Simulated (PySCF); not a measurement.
Isomers of C6H7NS, one GFN2-xTB conformer each. Single-point energies are computed at PBE0/pcSseg-1 (PySCF, gas phase, no added dispersion term), electronic only.

Question: Rank them by PBE0/pcSseg-1 energy, lowest first (kcal/mol).
A. `[N:1]#[C:2][CH2:3][C@H:4]1[CH2:5][CH:6]=[CH:7][S:8]1` with C2–C3–C4–C5 65°, C3–C4–C5–C6 97°, C4–C5–C6–C7 16°, C6–C7–S8–C4 -10°, C3–C4–S8–C7 -103°
B. `[CH2:1]=[N:2][c:3]1[cH:4][s:5][cH:6][c:7]1[CH3:8]` with C1–N2–C3–C4 36°
C. `[CH3:1][c:2]1[cH:3][c:4]([SH:5])[cH:6][cH:7][n:8]1` with C3–C4–S5–H 180°
D. `[NH2:1][c:2]1[cH:3][cH:4][cH:5][cH:6][c:7]1[SH:8]` with C6–C7–S8–H -133°
E. `[CH3:1][S:2][c:3]1[cH:4][cH:5][cH:6][cH:7][n:8]1` with C1–S2–C3–C4 180°

Answer: D (0.0), C (3.7), E (5.9), A (26.3), B (27.3).

As drawn, the lowest has an N–H bond and an S–H bond, which the highest lacks; the highest has a C=N bond, which the lowest lacks. Neighbours under 2.5 kcal/mol apart (Cc1cc(S)ccn1 and CSc1ccccn1; N#CC[C@H]1CC=CS1 and C=Nc1cscc1C) can change places with a better method, another conformer or zero-point energy. GFN2-xTB itself gives, in the same order: 5.9, 0.0, 5.8, 31.8, 22.2. GFN2-xTB puts Cc1cc(S)ccn1 lowest instead; measured from each level's own lowest isomer, the values differ by up to 5.9 kcal/mol (Nc1ccccc1S: 5.9 against 0.0).

Question: Which frontier levels, dipoles and rotational constants go with these structures?

Answer: 
| SMILES | HOMO (eV, PBE0/pcSseg-1) | LUMO (eV) | dipole (D) | A, B, C (MHz) |
| --- | --- | --- | --- | --- |
| Nc1ccccc1S | -6.07 | -0.26 | 2.00 | 2959, 1554, 1024 |
| Cc1cc(S)ccn1 | -6.96 | -0.69 | 1.41 | 3573, 1206, 906.6 |
| CSc1ccccn1 | -6.29 | -0.78 | 1.29 | 4307, 1261, 981.6 |
| N#CC[C@H]1CC=CS1 | -6.41 | -0.15 | 2.90 | 3818, 1143, 961.1 |
| C=Nc1cscc1C | -6.52 | -1.19 | 1.04 | 2731, 1569, 1012 |
